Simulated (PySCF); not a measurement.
## SMILES COc1cnc(B(C)C)cn1, C$_{7}$H$_{11}$BN$_{2}$O

Geometry:
```csv
atom,x (Å),y (Å),z (Å)
C1,4.078,0.620,-0.193
O2,3.227,-0.430,-0.611
C3,1.921,-0.270,-0.434
C4,1.065,-1.316,-0.857
N5,-0.233,-1.225,-0.715
C6,-0.756,-0.104,-0.148
B7,-2.318,-0.003,0.012
C8,-2.993,1.309,0.564
C9,-3.204,-1.225,-0.406
C10,0.124,0.905,0.257
N11,1.450,0.831,0.119
H12,3.844,1.555,-0.724
H13,5.098,0.295,-0.428
H14,3.976,0.807,0.887
H15,1.495,-2.215,-1.313
H16,-2.384,1.912,1.253
H17,-3.189,1.948,-0.320
H18,-3.975,1.122,1.025
H19,-4.163,-0.922,-0.857
H20,-3.471,-1.754,0.530
H21,-2.681,-1.946,-1.049
H22,-0.259,1.821,0.718
```

Method used: PySCF 2.14.0, quadratic response CAM-B3LYP/def2-SVPD first hyperpolarisability, Taylor convention, gas phase. Geometry: PBE0-D3(BJ)/def2-SVP.

Problem. Give β for the processes computed.

Solution. In au, Taylor convention; the vector part is βᵢ = ⅓ Σⱼ (βᵢⱼⱼ + βⱼᵢⱼ + βⱼⱼᵢ); β∥ is 3/5 of the vector part along the dipole, the dipole points from − to +:
| process | λ (nm) | β vector norm | β∥ | β HRS | depolarisation ratio |
| --- | --- | --- | --- | --- | --- |
| static β(0;0,0) | ∞ | 899.2 | 378.4 | 383.5 | 4.55 |
| second harmonic β(−2ω;ω,ω) | 1907 | 975.7 | 412.5 | 415.8 | 4.58 |
| Pockels β(−ω;ω,0) | 1907 | 923.6 | 389.3 | – | – |
| second harmonic β(−2ω;ω,ω) | 1064 | 1188.8 | 508.0 | 505.6 | 4.63 |
| Pockels β(−ω;ω,0) | 1064 | 981.5 | 415.1 | – | – |

Problem. Which lowest excitations, dipole and polarisabilities go with it?

Solution. S1 4.11 eV (f = 0.002); S2 4.55 eV (f = 0.001); S3 4.93 eV (f = 0.264); dipole 1.92 D; isotropic α 119.1 au static, 119.6 au at 1907 nm, 120.7 au at 1064 nm, 121.1 au at 953.5 nm, 126.5 au at 532 nm.
